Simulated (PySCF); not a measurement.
CH7F2NSi2.

```xyz
13

N      1.4703    -0.3480    -0.8925
Si     1.1349     0.4180     0.5959
F      1.7359    -0.3740     1.8938
C     -0.7210     0.4973     0.8259
Si    -1.7138     0.3030    -0.7352
F     -1.3310    -1.1489    -1.3922
H      0.8942    -1.1159    -1.2226
H      2.3960    -0.3555    -1.3031
H      1.7992     1.7474     0.6145
H     -0.9849     1.4575     1.3025
H     -1.0196    -0.2942     1.5352
H     -3.1780     0.2655    -0.4579
H     -1.4134     1.3587    -1.7403
```
Charge 0, spin multiplicity 1.

The structure is a stationary point at PBE0-D3(BJ)/def2-SVP. The structure was generated by enumeration; whether it is a known compound was not checked. The values are those of a single conformer.

Method: PySCF with PBE/pcSseg-1. Non-relativistic, no solvent.

Problem. Give the absolute GIAO shielding of each atom: isotropic value and principal components (ppm). (An estimate is asked for; the answer gives what the named calculation found.)

Solution. 
```tsv
atom	σ(iso)	σ11	σ22	σ33	span
N1	213.0	185.5	209.1	244.3	58.8
Si2	346.9	315.6	350.5	374.6	59.0
F3	280.9	220.4	285.3	337.1	116.8
C4	178.7	167.1	178.3	190.8	23.7
Si5	325.7	261.0	316.1	400.1	139.1
F6	382.9	358.0	371.8	418.8	60.8
H7	29.0	21.6	27.6	37.8	16.2
H8	29.8	23.5	25.2	40.7	17.2
H9	26.1	22.9	23.6	31.8	8.8
H10	31.3	27.1	28.4	38.4	11.4
H11	30.5	26.6	28.5	36.5	9.9
H12	25.7	22.1	24.0	31.0	8.9
H13	25.9	23.3	23.9	30.4	7.1
```
